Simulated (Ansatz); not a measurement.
Ansatz results at the PBE0-D4/def2-TZVP geometry: size of the dipole moment (PBE/def2-TZVPP) 3.63 D; HOMO–LUMO gap (PBE0/def2-TZVPP) 8.32 eV; size of the dipole moment (ωB97M-V/def2-TZVPP) 3.86 D.

Each molecule was computed in one conformer, which needn't be the lowest.

(1) Which molecule gave them?
A. `N#[C][Sn]([Cl])([Cl])[Cl]`
B. `[CH3][SnH2][F]`
C. `[F][SnH]([F])[O]C(F)(F)F`
D. `C[O][Sn]([F])([F])[F]`

Results:

(1) C. The others give `C[O][Sn]([F])([F])[F]`: 2.77, 6.31, 2.77; `N#[C][Sn]([Cl])([Cl])[Cl]`: 1.99, 7.01, 2.09; `[CH3][SnH2][F]`: 2.90, 8.31, 3.05.
